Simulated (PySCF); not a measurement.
C4H8OSi, SMILES CC1=C[C@H]([SiH3])O1.

Geometry: B3LYP-D3(BJ)/def2-SVP. The structure was generated by enumeration; whether it is a known compound was not checked.

Two levels are set side by side: TDA-PBE/def2-SVPD (PySCF) and TDA-CAM-B3LYP/def2-SVPD (PySCF). Vertical, same geometry. The lowest singlet is HOMO→LUMO+1 99 % with PBE and HOMO→LUMO 56 %, HOMO→LUMO+1 28 % with the other functional; states are paired by order. Differences are taken from unrounded values.

| quantity | TDA-CAM-B3LYP | TDA-PBE | TDA-PBE minus TDA-CAM-B3LYP |
|---|---|---|---|
| lowest singlet excitation (eV) | 6.23 | 5.19 | -1.03 |
| lowest triplet excitation (TDA) (eV) | 4.07 | 4.10 | 0.03 |
| first bright state (f over 0.05) (eV) | 6.73 | 7.01 | 0.27 |
| its oscillator strength | 0.16 | 0.06 | -0.10 |

A lower first singlet is the usual sign of a functional without exact exchange. Differences between two approximate levels are no errors against the true value.

Rough cost on one machine, each run with all the roots and properties that it gave: TDA-CAM-B3LYP against TDA-PBE about 4 times.
